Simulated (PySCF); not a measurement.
C2H4N, SMILES CC#[NH+], charge +1. Geometry optimised at B3LYP-D3(BJ)/def2-TZVP. The isomer is the one that the SMILES or the coordinates give; other isomers of the formula were not compared.

PySCF with TDA-M06-2X/def2-SVPD puts the lowest singlet excitations at 7.75, 8.68, 8.68, 10.72, 11.26, 11.26 eV.

What are the lowest excitation roots from ADC(2)/aug-cc-pVDZ (PySCF)? (Estimate from the structure and the level; the computed values follow.)

8.95, 9.24, 9.24, 11.31, 11.67, 11.67 eV. S1 differs by 1.20 eV (second minus first; roots are paired by order, and the bases may differ).
